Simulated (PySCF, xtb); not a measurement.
F₄H₂SSi₂, SMILES F[Si](F)(F)S[SiH2]F. Other conformers were not sampled.

Harmonic wavenumbers (cm⁻¹) from GFN2-xTB (xtb) at its own minimum, in rising order: 22, 43, 88, 136, 157, 193, 236, 246, 267, 475, 500, 543, 573, 700, 728, 838, 862, 928, 955, 2411, 2446.

What does B3LYP-D3(BJ)/def2-SVP (PySCF) give at its own minimum? (The exact figures need the calculation; the answer reports its results.)

15, 59, 128, 184, 201, 251, 318, 322, 348, 499, 536, 623, 740, 842, 876, 929, 964, 985, 990, 2284, 2303. Paired by order, the mean absolute difference is 76 cm⁻¹ and the zero-point energies are 19.1 and 20.6 kcal/mol.
